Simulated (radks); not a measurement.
Valence configurations of the tantalum ion Ta3+ (all share [Xe]). All-electron calculation, Dirac Kohn-Sham, BLYP, spin-unpolarised, spherical densities, point nucleus; open shells are shared between the two j in proportion to 2j + 1. Program: a radial shooting solver on a logarithmic mesh with Libxc functionals. Energies are relative to 4f14 5d2; eigenvalues in eV.

[
 {"valence": "4f14 5d2", "E (eV)": "0.000", "e(4f5/2)": "-53.700", "e(4f7/2)": "-51.714", "e(5d3/2)": "-29.580", "e(5d5/2)": "-28.770", "e(6p1/2)": "-"},
 {"valence": "4f14 5d1.5 6s0.5", "E (eV)": "0.968", "e(4f5/2)": "-55.357", "e(4f7/2)": "-53.369", "e(5d3/2)": "-30.707", "e(5d5/2)": "-29.868", "e(6p1/2)": "-"},
 {"valence": "4f14 5d1.5 6p0.5", "E (eV)": "4.549", "e(4f5/2)": "-56.045", "e(4f7/2)": "-54.057", "e(5d3/2)": "-31.274", "e(5d5/2)": "-30.426", "e(6p1/2)": "-22.176"},
 {"valence": "4f14 6s2", "E (eV)": "5.328", "e(4f5/2)": "-60.616", "e(4f7/2)": "-58.625", "e(5d3/2)": "-", "e(5d5/2)": "-", "e(6p1/2)": "-"},
 {"valence": "4f14 5d1 6p1", "E (eV)": "9.526", "e(4f5/2)": "-58.438", "e(4f7/2)": "-56.449", "e(5d3/2)": "-32.984", "e(5d5/2)": "-32.098", "e(6p1/2)": "-23.032"},
 {"valence": "4f13.5 5d2.5", "E (eV)": "12.609", "e(4f5/2)": "-58.193", "e(4f7/2)": "-56.164", "e(5d3/2)": "-30.559", "e(5d5/2)": "-29.697", "e(6p1/2)": "-"},
 {"valence": "4f13.5 5d2 6p0.5", "E (eV)": "17.497", "e(4f5/2)": "-60.574", "e(4f7/2)": "-58.543", "e(5d3/2)": "-32.281", "e(5d5/2)": "-31.381", "e(6p1/2)": "-22.481"},
 {"valence": "4f14 6p2", "E (eV)": "20.826", "e(4f5/2)": "-63.330", "e(4f7/2)": "-61.337", "e(5d3/2)": "-", "e(5d5/2)": "-", "e(6p1/2)": "-24.694"},
 {"valence": "4f13 5d2 6s1", "E (eV)": "30.329", "e(4f5/2)": "-66.342", "e(4f7/2)": "-64.266", "e(5d3/2)": "-33.920", "e(5d5/2)": "-32.944", "e(6p1/2)": "-"},
 {"valence": "4f12 5d4", "E (eV)": "61.503", "e(4f5/2)": "-72.458", "e(4f7/2)": "-70.295", "e(5d3/2)": "-33.432", "e(5d5/2)": "-32.411", "e(6p1/2)": "-"}
]

NIST lists [Xe] 4f14 5d2 as the ground configuration; this level of theory agrees among the configurations tried. The energies are those of spherical spin-averaged densities, not of single terms.
